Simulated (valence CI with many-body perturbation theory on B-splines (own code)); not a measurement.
## S+ in three bases

Computed by relativistic CI+MBPT: five valence electrons over a frozen Dirac-Fock core [Ne], radial functions for each j: 9 s, 9 p, 8 d, 6 f, 3 g, 1 h, with the one-electron correlation potential Σ1, the two-electron term Σ2, the three-electron term Σ3, Breit, model QED; selected CI, second order for the rest, scaled by the run's own slope (own B-spline code, finite nucleus).

Set against measurement, 41 paired levels are off by 93 cm⁻¹ on average, the worst by 293. Among the levels kept, up to 3000 cm⁻¹ of a level comes from second order outside the variational space, and about a tenth of that is noise between levels of different J, which matters for small intervals.

The reference run has the lowest level 3s2 3p3 4S°_3/2 and an ionisation energy of 23.3208 eV. Its largest variational space holds 20267 state functions.

Names give the largest LS component (configuration and term), which can be under half, so a name can repeat, a term be missing and a line seem to break the LS rules; names also repeat where a configuration has a term twice.

Changed runs:
A. basis 6 s, 6 p, 5 d, 3 f, 1 g
B. basis 5 s, 5 p, 4 d, 2 f

Excitation energies of the reference run in cm⁻¹, and shifts in cm⁻¹:

```
                 Level  Reference        A        B
       3s2 3p3 2D°_3/2      14996     +117     +528
       3s2 3p3 2D°_5/2      15040     +102     +513
       3s2 3p3 2P°_1/2      24733     +150     +612
       3s2 3p3 2P°_3/2      24784     +143     +605
         3s 3p4 4P_5/2      79315      -15     +126
         3s 3p4 4P_3/2      79680      -19     +122
         3s 3p4 4P_1/2      79849     +9.2     +159
         3s 3p4 2D_3/2      97920     +112     +546
         3s 3p4 2D_5/2      97942     +117     +551
     3s2 3p2 3d 2P_3/2     105674     +135     +639
     3s2 3p2 3d 2P_1/2     106064     +175     +695
     3s2 3p2 4s 4P_1/2     109525      -50     -179
Ionisation energy (eV)    23.3208  -0.0051  -0.0311
```
